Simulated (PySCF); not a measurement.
Orbital energies and ionisation energy

Compound: SiH2Me(NHMe), C2H9NSi.
Cartesian coordinates in Å at the PBE0-D3(BJ)/def2-SVP level; atoms count from 1:
```
atom  x, y, z in Å
Si1    0.5607    0.5856    0.2357
H2     0.7937    0.5128    1.7138
H3     1.9258    0.6600   -0.3977
C4    -0.3848    2.1317   -0.2405
H5     0.1721    3.0261    0.0799
H6    -1.3790    2.1558    0.2301
H7    -0.5149    2.1980   -1.3324
N8    -0.3723   -0.8057   -0.2101
C9    -0.0342   -2.1582    0.1592
H10   -0.9097   -0.7406   -1.0681
H11    0.6810   -2.6547   -0.5268
H12    0.4248   -2.1670    1.1610
H13   -0.9327   -2.7959    0.2182
```

Level: wB97X-D/def2-SVPD (PySCF). Frontier orbitals with their largest atomic shares (Löwdin; up to four atoms above 4 %):

```csv
orbital,ε (eV),main atoms
HOMO−3,-11.76,"N8 26 %, C9 20 %, Si1 13 %, H12 10 %"
HOMO−2,-11.05,"Si1 33 %, H2 23 %, H3 18 %, C4 8 %"
HOMO−1,-10.88,"C4 40 %, Si1 26 %, H2 7 %, H3 5 %"
HOMO,-8.52,?
LUMO,2.29,"Si1 34 %, C4 15 %, C9 9 %, H10 8 %"
LUMO+1,2.43,"C9 20 %, Si1 15 %, C4 12 %, H2 8 %"
LUMO+2,3.06,"Si1 25 %, H3 13 %, H2 13 %, H10 12 %"
```

What vertical ionisation energy does ΔSCF give, and how far is −ε(HOMO) from it?

ΔSCF: 8.82 eV (851 kJ/mol; threshold wavelength 141 nm); ⟨S²⟩ of the doublet left behind is 0.757, against 0.75 for a pure doublet. −ε(HOMO) is 8.52 eV, 0.30 eV below it. For the exact functional −ε(HOMO) would equal the first vertical ionisation energy; wB97X-D (range-separated hybrid) falls short of its own ΔSCF value by 3 %.

On which atoms does the HOMO lie?

N8 (nitrogen bonded to C, Si and H) 56 %, C9 (carbon bonded to N and 3 H) 11 %, Si1 (silicon bonded to C, N and 2 H) 10 %, H3 (hydrogen on silicon) 7 %, so more than half of it is on one atom. The HOMO−1 lies 2.36 eV lower.

What total energies stand behind the ΔSCF value?

E(N) = -425.66764 Eh and E(N − 1) = -425.34341 Eh at the same geometry, 0.32423 Eh apart.

With α = 62.0 au, estimate the like-pair dispersion coefficient by London's formula C6 = (3/4)α²I.

I = 0.3242 Eh, so C6 ≈ 936 au, a rough estimate.

How many of the 10 lowest singlet excitations (vertical TDDFT, same level) lie below the ionisation energy?

8; they run from 6.22 to 8.93 eV.

One conformer (not necessarily the lowest) at the PBE0-D3(BJ)/def2-SVP geometry, without solvent, vibrations or thermal averaging.

The pairwise dispersion term of wB97X-D wasn't added to the energies; at a given geometry it leaves orbitals and properties as they are.
